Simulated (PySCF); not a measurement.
# Match the barriers

Saddle point of SiH5SBr, singlet (SiH₃Br ([SiH3][Br]) + H₂S → SiH₄S ([SiH3][SH]) + HBr; bonds formed: Si1–S7, Br2–H6; bonds broken: Si1–Br2, H6–S7), PBE0-D4/def2-TZVP structure:

```json
{"atom": "Si1", "x (Å)": "-0.2156", "y (Å)": "-0.1441", "z (Å)": "-0.8482"}
{"atom": "Br2", "x (Å)": "2.2050", "y (Å)": "-0.7270", "z (Å)": "0.1105"}
{"atom": "H3", "x (Å)": "-0.1988", "y (Å)": "-1.5044", "z (Å)": "-1.4176"}
{"atom": "H4", "x (Å)": "0.4764", "y (Å)": "1.0079", "z (Å)": "-1.4595"}
{"atom": "H5", "x (Å)": "-1.6640", "y (Å)": "0.2523", "z (Å)": "-0.9895"}
{"atom": "H6", "x (Å)": "0.7916", "y (Å)": "-0.0486", "z (Å)": "1.6189"}
{"atom": "S7", "x (Å)": "-0.5898", "y (Å)": "-0.0823", "z (Å)": "1.4647"}
{"atom": "H8", "x (Å)": "-0.8047", "y (Å)": "1.2462", "z (Å)": "1.5204"}
```

Program: PySCF 2.14 with density fitting (its default auxiliary sets; JK sets also for MP2 and CCSD(T)). Basis: def2-TZVPP, with def2-QZVPP for the basis limit. Cores are frozen in the correlated methods. Filled d shells of the heavier atoms are correlated. The def2 sets are not built for correlating such inner shells, so the correlated values are less sure here. Extrapolation: Hartree–Fock as exp(−7.88 √X), correlation as X^−2.97. Four methods, as single points on the PBE0-D4 structures, gave these electronic barriers from the start structure: 26.59, 29.91, 34.88, 46.39 kcal/mol.

Q: The methods were, in alphabetical order, HF, MP2, PBE-D4, PBE0-D4. Which gave which? (A judgement: the text doesn't fix the answer.)

A: The calculation gives: PBE-D4 26.59; PBE0-D4 29.91; MP2 34.88; HF 46.39 kcal/mol. For comparison, CCSD(T) at an estimated basis limit (MP2 extrapolated from triple and quadruple zeta, plus CCSD(T) − MP2 in triple zeta) gives 34.63 kcal/mol.

No T1 diagnostic of these runs exceeds 0.011. The start structure is not quite a true minimum (one mode of 42i cm⁻¹).

Labels in which every atom is bracketed show which atoms are joined, not bond orders.

For scale, one of the runs: CCSD(T)/def2-TZVPP, 202 basis functions, launched by `OMP_NUM_THREADS=4 python run.py`. The run took 12 min on 4 CPU threads of an Intel Xeon (shared host), with 2.9 GiB of host memory at its peak.
